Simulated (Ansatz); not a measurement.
This geometry of Cl3In + H (5 atoms, charge 0, multiplicity 2) is a first-order saddle point.

Theory: UKS B3LYP/def2-SVP in Ansatz 0.2.0.

```xyz
5
Properties=species:S:1:pos:R:3
In 0.000 0.000 0.040
Cl 0.000 0.000 2.446
Cl 2.035 0.000 -1.137
Cl -2.035 0.000 -1.137
H 0.000 0.000 4.398
```

Question: Which two structures does it join? (They come from a converged band through this point; their orientation in space is the band's.)

Answer: Bonds broken: In1–Cl2. Bonds formed: Cl2–H5. Cl3In + H becomes Cl2In + ClH.

Initial state:

```xyz
5
Properties=species:S:1:pos:R:3
In 0.000 0.000 -0.160
Cl 0.000 0.000 2.181
Cl 2.027 0.000 -1.329
Cl -2.027 0.000 -1.329
H 0.000 0.000 5.247
```

Final state:

```xyz
5
Properties=species:S:1:pos:R:3
In 0.000 0.000 -0.322
Cl 0.000 0.000 3.359
Cl 2.083 0.000 -1.539
Cl -2.083 0.000 -1.539
H 0.000 0.000 4.651
```

Question: How far does it lie above each of them?

Answer: 0.092 eV above the first and 1.182 eV above the second. This is the barrier of this one path; another mechanism may lie lower.

Time of the run: 4.1 min on 2 threads of Intel(R) Xeon(R) Platinum 8259CL CPU @ 2.50GHz (Skylake/Cascade Lake) (shared host), peak memory 0.31 GiB.
